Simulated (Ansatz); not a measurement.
Calculation: Ansatz (a quantum-chemistry and plane-wave program) with PBE-D3(BJ)/def2-SVP. No frequencies were computed at this level.

Ansatz 0.2 input:
```yaml
crystal:
  periodic: [false, false, false]
  atoms:
    - { symbol: Ta, position_ang: [0.059638, 0.037636, 0.011353] }
    - { symbol: Cl, position_ang: [-0.757877, 1.559299, -1.443772] }
    - { symbol: Cl, position_ang: [1.198238, -1.753243, -0.761611] }
    - { symbol: Cl, position_ang: [1.910544, 1.203196, 0.363045] }
    - { symbol: Cl, position_ang: [-0.545868, 0.127582, 2.18527] }
    - { symbol: F, position_ang: [-1.499995, -0.944819, -0.284996] }
basis:
  gaussian: { orbitals: def2-svp }
hamiltonian:
  xc: pbe
  dispersion: d3bj
relax:
  max_steps: 150
```

Output:

```
Functional definition: PBE
1232 factors; their error is unknown
mean field evaluation 1: about -54325.1266 eV, gradient 3.9e1 eV
mean field evaluation 2: about -54239.8601 eV, gradient 2.2e2 eV
mean field evaluation 4: about -54327.3686 eV, gradient 1.4e1 eV
mean field evaluation 8: about -54327.8313 eV, gradient 8.6e-2 eV
mean field evaluation 16: about -54327.7583 eV, gradient 1.9e-5 eV
mean field -54327.75825214 eV, -1996.5082910890 hartree, gradient 1.9e-5 eV, S^2 0.000000; 0 other end points of the search recorded, 0 dependent functions left out
reference -54327.75831456 eV, -1996.5082933828 hartree; 45, 45 occupied and 73, 73 virtual orbitals, 1232 factors
relax step   1: F+E_penalty+E_count = -54328.02047239 eV  Δ(F+E_penalty+E_count) = +0.000e0 eV  max|allowed force component| = 2.195e0 eV/Å  Δτ_max = 0.0000 Å  (28 SCF iters, accepted)
these checks for a lower state are left out or cut short: starts, cluster_reference, orbital_swaps, neighbouring_geometries, increment
1232 factors; their error is unknown
mean field -54327.98857560 eV, -1996.5167553202 hartree, gradient 2.6e-5 eV, S^2 0.000000; 0 other end points of the search recorded, 0 dependent functions left out
reference -54327.98863787 eV, -1996.5167576084 hartree; 45, 45 occupied and 73, 73 virtual orbitals, 1232 factors
relax step   2: F+E_penalty+E_count = -54328.24059455 eV  Δ(F+E_penalty+E_count) = -2.201e-1 eV  max|allowed force component| = 4.164e-1 eV/Å  Δτ_max = 0.1016 Å  (34 SCF iters, accepted)
these checks for a lower state are left out or cut short: starts, cluster_reference, orbital_swaps, neighbouring_geometries, increment
1232 factors; their error is unknown
mean field evaluation 32: about -54328.0074 eV, gradient 1.1e-5 eV
mean field -54328.00739652 eV, -1996.5174469763 hartree, gradient 1.1e-5 eV, S^2 0.000000; 0 other end points of the search recorded, 0 dependent functions left out
reference -54328.00745890 eV, -1996.5174492684 hartree; 45, 45 occupied and 73, 73 virtual orbitals, 1232 factors
relax step   3: F+E_penalty+E_count = -54328.26258494 eV  Δ(F+E_penalty+E_count) = -2.199e-2 eV  max|allowed force component| = 4.280e-2 eV/Å  Δτ_max = 0.0284 Å  (31 SCF iters, accepted)
these checks for a lower state are left out or cut short: starts, cluster_reference, orbital_swaps, neighbouring_geometries, increment
1232 factors; their error is unknown
mean field -54328.00769328 eV, -1996.5174578819 hartree, gradient 2.4e-5 eV, S^2 0.000000; 0 other end points of the search recorded, 0 dependent functions left out
reference -54328.00775567 eV, -1996.5174601745 hartree; 45, 45 occupied and 73, 73 virtual orbitals, 1232 factors
relax step   4: F+E_penalty+E_count = -54328.26281922 eV  Δ(F+E_penalty+E_count) = -2.343e-4 eV  max|allowed force component| = 1.603e-2 eV/Å  Δτ_max = 0.0055 Å  (29 SCF iters, accepted)
these checks for a lower state are left out or cut short: starts, cluster_reference, orbital_swaps, neighbouring_geometries, increment
1232 factors; their error is unknown
mean field -54328.00770049 eV, -1996.5174581466 hartree, gradient 2.5e-5 eV, S^2 0.000000; 0 other end points of the search recorded, 0 dependent functions left out
reference -54328.00776287 eV, -1996.5174604391 hartree; 45, 45 occupied and 73, 73 virtual orbitals, 1232 factors
relax step   5: F+E_penalty+E_count = -54328.26282450 eV  Δ(F+E_penalty+E_count) = -5.281e-6 eV  max|allowed force component| = 4.978e-3 eV/Å  Δτ_max = 0.0003 Å  (30 SCF iters, accepted)
these checks for a lower state are left out or cut short: starts, cluster_reference, orbital_swaps, neighbouring_geometries, increment
1232 factors; their error is unknown
mean field -54328.00706311 eV, -1996.5174347234 hartree, gradient 1.8e-5 eV, S^2 0.000000; 0 other end points of the search recorded, 0 dependent functions left out
reference -54328.00712549 eV, -1996.5174370160 hartree; 45, 45 occupied and 73, 73 virtual orbitals, 1232 factors
relax step   6: F+E_penalty+E_count = -54328.26217694 eV  Δ(F+E_penalty+E_count) = +6.476e-4 eV  max|allowed force component| = 4.508e-2 eV/Å  Δτ_max = 0.0225 Å  (30 SCF iters, rejected (line search))
relax step   7: F+E_penalty+E_count = -54328.26282450 eV  Δ(F+E_penalty+E_count) = +0.000e0 eV  max|allowed force component| = 4.978e-3 eV/Å  Δτ_max = 0.0000 Å  (30 SCF iters, accepted)
1232 factors; their error is unknown
mean field evaluation 64: about -54328.0875 eV, gradient 1.4e-1 eV
mean field -54328.00770049 eV, -1996.5174581466 hartree, gradient 2.5e-5 eV, S^2 0.000000; 1 other end points of the search recorded, 0 dependent functions left out
reference -54328.00776287 eV, -1996.5174604391 hartree; 45, 45 occupied and 73, 73 virtual orbitals, 1232 factors
Total energy: -54328.26288688 eV, -1996.5268360736 hartree
Atom 0 at     0.019519     0.012288     0.003708 Å, force    -0.004978    -0.003168    -0.000903 eV/Å
Atom 1 at    -0.757661     1.597775    -1.468158 Å, force     0.000021     0.000009    -0.000013 eV/Å
Atom 2 at     1.235518    -1.777137    -0.773142 Å, force    -0.000012     0.000036     0.000051 eV/Å
Atom 3 at     1.976285     1.244591     0.375433 Å, force     0.001125     0.000736     0.000194 eV/Å
Atom 4 at    -0.541648     0.139096     2.229284 Å, force     0.000038    -0.000045    -0.000052 eV/Å
Atom 5 at    -1.567333    -0.986963    -0.297837 Å, force     0.003806     0.002432     0.000723 eV/Å
Dipole moment:     0.014277     0.008972     0.002736 e Å
```

Cost: very roughly 40 core-seconds.
